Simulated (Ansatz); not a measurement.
Hf₃O₄⁺. Total charge 1; quartet. Geometry r2SCAN-D4/def2-SVP; atoms count from 1.

```xyz
7

Hf    1.016   -1.987   -0.391
Hf   -1.642    0.219   -0.180
Hf    0.837    1.355    0.489
O     1.834   -0.347    0.211
O    -0.856   -1.566   -0.587
O    -0.413    1.501   -1.019
O    -0.776    0.825    1.477
```

In the def2 sets Hf takes a core potential; there is no spin–orbit coupling. At PBE0-D4/def2-TZVP a doublet of charge 1 lies 0.92 eV below the quartet, each at its own geometry. The structure comes from a short search, and lower isomers may exist.

**Question.** Estimate the Mulliken populations from the PBE0/def2-TZVP orbitals of Ansatz.

**Answer.** 
```csv
atom,charge (e),spin (α − β),d electrons
Hf1,1.14,1.39,1.79
Hf2,1.17,0.83,1.79
Hf3,1.17,0.83,1.79
O4,-0.66,-0.03,–
O5,-0.66,-0.03,–
O6,-0.59,0.01,–
O7,-0.59,0.01,–
```
Mulliken values and Mayer orders depend strongly on the basis.

**Question.** Where does the spin sit?

**Answer.** Summed by element: Hf 3.05, O -0.05, of 3 unpaired in all. Largest on single atoms: Hf1 1.39, Hf3 0.83, Hf2 0.83.

**Question.** And the Mayer bond orders between bonded heavy atoms (over 0.3)?

**Answer.** Hf1–Hf2 0.30 (3.46 Å); Hf1–Hf3 0.30 (3.46 Å); Hf1–O4 1.20 (1.93 Å); Hf1–O5 1.20 (1.93 Å); Hf2–Hf3 0.32 (2.81 Å); Hf2–O5 0.91 (1.99 Å); Hf2–O6 1.06 (1.96 Å); Hf2–O7 1.07 (1.96 Å); Hf3–O4 0.91 (1.99 Å); Hf3–O6 1.07 (1.96 Å); Hf3–O7 1.06 (1.96 Å).
